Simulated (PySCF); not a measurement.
Compound: C3H6OSi.
Atom-mapped SMILES: `[CH2:1]=[CH:2][SiH2:3][CH:4]=[O:5]` (hydrogens: H6, H7 on C1; H8 on C2; H9, H10 on Si3; H11 on C4)

Computed, not measured: PySCF, PBE0-D3(BJ)/def2-SVP geometry optimisation, gas phase.

Q: What internal coordinates does the optimisation give?

A: 
```csv
bond,length (Å)
C1=C2,1.339
C2–Si3,1.867
Si3–C4,1.936
C4=O5,1.205
C1–H6,1.096
C1–H7,1.096
C2–H8,1.098
"Si3–H9, Si3–H10",1.494
C4–H11,1.129
```

Bonds in one row agree within 0.01 Å and their mean is given. A selection of angles:
```csv
angle,degrees
C2–C1–H6,122.0
C2–C1–H7,122.0
H6–C1–H7,116.1
C1–C2–Si3,123.7
C1–C2–H8,118.1
Si3–C2–H8,118.1
C2–Si3–C4,107.7
C2–Si3–H9,108.8
C2–Si3–H10,112.5
C4–Si3–H9,108.5
H9–Si3–H10,111.3
Si3–C4–O5,123.1
Si3–C4–H11,117.0
O5–C4–H11,119.8
```

Torsions: C1–C2–Si3–C4 113° (anticlinal); C2–Si3–C4–O5 108° (anticlinal). The mirror-image conformer, all signs reversed, is as good.

Si3 (SiH2 silicon) is tetrahedral (angles from 107.7° to 112.5°). The C–Si distances run from 1.867 Å (C2–Si3, drawn single) to 1.936 Å (Si3–C4, drawn single), a spread of 0.069 Å.

Point group: C1 (no symmetry element, even within 0.4 Å). PBE0-D3(BJ)/def2-SVP frequencies: not computed here. One conformer, not necessarily the lowest.

On one thread, Arm Neoverse V2, shared host, this took 22 s of wall time. That covers the optimisation of the geometry.
